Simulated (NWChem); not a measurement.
# MgHSeCl; SMILES [Cl][Mg][SeH]

```xyz
4

Mg    -0.0312    -0.6114    -0.0001
Cl    -0.1403    -2.8106    -0.0003
Se     0.1231     1.8040     0.0005
H     -1.3481     1.8917    -0.0129
```
Atoms are numbered in this order, from 1.

Coordinates come from a PBE0/def2-SVP optimisation.

Spin-orbit effects, on the heavy nuclei and on their neighbours, are missing.

### Question
Give the principal values of the shielding tensors (ppm) of Mg1, Cl2, Se3 from PBE/pcSseg-1, GIAO (NWChem), with their diamagnetic and paramagnetic parts as GIAO splits them.

### Answer
| atom | σ11 | σ22 | σ33 | isotropic | diamagnetic | paramagnetic |
|---|---|---|---|---|---|---|
| Mg1 | 338.5 | 350.2 | 700.4 | 463.1 | 710.5 | -247.5 |
| Cl2 | 942.2 | 965.1 | 1147.7 | 1018.3 | 1148.4 | -130.1 |
| Se3 | 2222.0 | 2304.8 | 2705.1 | 2410.6 | 2999.0 | -588.4 |
